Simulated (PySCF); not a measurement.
Ta⁶¹⁺: ionisation energy

Ta⁶¹⁺ [Ne] 3s2 (1S) → Ta⁶²⁺ [Ne] 3s1 (2S), as a difference of total energies. Computed with PySCF 2.14 in an even-tempered Gaussian basis (17 s from 17 bohr⁻², ratio 2.5; 12 p from 23 bohr⁻², ratio 2.5; 4 d from 82 bohr⁻², ratio 2.7; 4 f from 120 bohr⁻², ratio 2.7), with scalar relativity by spin-free X2C-1e. Correlated levels: outer shells: 1s2 frozen; virtual orbitals above 40 to 60 times the deepest correlated orbital energy dropped. The calculations carry no spin-orbit coupling.

```csv
method,ionisation energy (eV)
UHF,6772.9
MP2 (outer shells),6776.4
SCS-MP2 (outer shells),6776.7
CCSD (outer shells),6776.7
CCSD(T) (outer shells),6776.7
```

Problem. How much does correlation contribute at CCSD(T) (outer shells)?

Solution. 6776.7 − (6772.9) = 3.8 eV, measured against UHF.

Breit and QED terms and the two-electron picture change are absent.

For comparison: 6769 ± 12 eV (theoretical estimate listed by NIST; NIST Atomic Spectra Database, ionization energies).
